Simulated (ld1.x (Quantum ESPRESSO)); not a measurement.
# Reading a pseudo-wave (chlorine)

Columns: radius, all-electron u(r) and pseudo u(r) of the 3p shell (level -31.67 eV) of chlorine in the configuration [Ne] 3s2 3p3; Wu–Cohen, scalar-relativistic, ultrasoft scheme, ld1.x (Quantum ESPRESSO) 7.5.

```csv
r (bohr),all-electron,pseudo
0.072,0.1455,-0.0069
0.145,0.3268,-0.0275
0.217,0.4091,-0.0606
0.290,0.3939,-0.1057
0.362,0.3092,-0.1598
0.435,0.1821,-0.2225
0.507,0.0379,-0.2898
0.580,-0.1117,-0.3613
0.652,-0.2526,-0.4330
0.725,-0.3828,-0.5046
0.798,-0.4970,-0.5733
0.870,-0.5928,-0.6365
0.942,-0.6720,-0.6937
1.015,-0.7358,-0.7443
1.088,-0.7839,-0.7860
1.160,-0.8174,-0.8176
1.232,-0.8386,-0.8386
1.305,-0.8490,-0.8490
1.378,-0.8497,-0.8497
1.450,-0.8425,-0.8425
1.522,-0.8289,-0.8289
1.595,-0.8096,-0.8096
1.668,-0.7859,-0.7859
1.740,-0.7593,-0.7593
1.812,-0.7302,-0.7302
1.885,-0.6988,-0.6988
```

Q: How many radial nodes do the two functions have?

A: The all-electron 3p function has n − l − 1 = 1; the pseudo-wave has 0, since the states of the same l below it are removed with the core.

Q: At about which radius was the pseudo-wave matched?

A: 1.20 bohr, where the columns begin to agree (steps of 0.07 bohr).

Q: Where does each function peak?

A: Outermost all-electron maximum near 1.38 bohr, pseudo maximum near 1.38 bohr (to the table’s step).

Q: Is the pseudo-wave norm-conserving?

A: No, it belongs to an ultrasoft set: the norm inside the radius is not constrained, and the difference is carried by the augmentation charge.
